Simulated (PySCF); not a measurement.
Ga(OH)2(SiH3) (GaH5O2Si), SMILES [Ga]([OH])([SiH3])[OH].

Coordinates come from a B3LYP-D3(BJ)/def2-SVP optimisation. The structure was generated by enumeration; whether it is a known compound was not checked. The values are those of a single conformer.

Two levels are set side by side: PBE/def2-TZVP (PySCF) and CAM-B3LYP/def2-TZVP (PySCF). Same geometry, gas phase. Differences are taken from unrounded values.

| quantity | CAM-B3LYP |
|---|---|
| orbital gap (eV) | 9.72 |
| highest occupied level (eV) | -9.79 |
| lowest empty level (eV) | -0.07 |
| dipole moment (D) | 1.01 |
| mean polarisability (bohr³) | 62.8 |

### Question
What does PBE give, and how far is it from CAM-B3LYP? (An estimate is asked for; the answer gives what the named calculation found.)

### Answer

| quantity | PBE | PBE minus CAM-B3LYP |
|---|---|---|
| orbital gap (eV) | 5.16 | -4.57 |
| highest occupied level (eV) | -6.93 | 2.86 |
| lowest empty level (eV) | -1.77 | -1.71 |
| dipole moment (D) | 1.04 | 0.03 |
| mean polarisability (bohr³) | 67.4 | 4.5 |

Without exact exchange PBE keeps part of each electron's self-repulsion, which lifts occupied levels and narrows the gap. Loosely held outer electrons make PBE densities more polarisable. Differences between two approximate levels are no errors against the true value.

Rough cost on one machine, each run with all the roots and properties that it gave: CAM-B3LYP against PBE within a factor of 2.
